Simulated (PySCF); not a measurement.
## Radial density of Mo²⁺ (molybdenum, charge +2)

UHF, [Kr] 4d4, high-spin 5D determinant. Computed with PySCF 2.14 in x2c-SVPall (6s5p5d1f, 53 functions), with scalar relativity by spin-free X2C-1e.

| r (bohr) | 4πr²ρ (e/bohr) | 4πr²(ρα − ρβ) |
| --- | --- | --- |
| 0.0319 | 50.78 | -0.0019 |
| 0.0537 | 44.91 | -0.0004 |
| 0.0904 | 62.26 | 0.0420 |
| 0.152 | 54.47 | 0.2608 |
| 0.256 | 43.06 | 0.5452 |
| 0.430 | 42.76 | 0.1435 |
| 0.723 | 12.33 | 0.5133 |
| 1.22 | 10.59 | 2.5586 |
| 2.05 | 2.740 | 1.6421 |
| 3.44 | 0.2020 | 0.1959 |
| 5.79 | 0.0006169 | 0.0004 |

Densities and radii are taken from the X2C orbitals without a picture-change correction, which distorts them close to the nucleus.
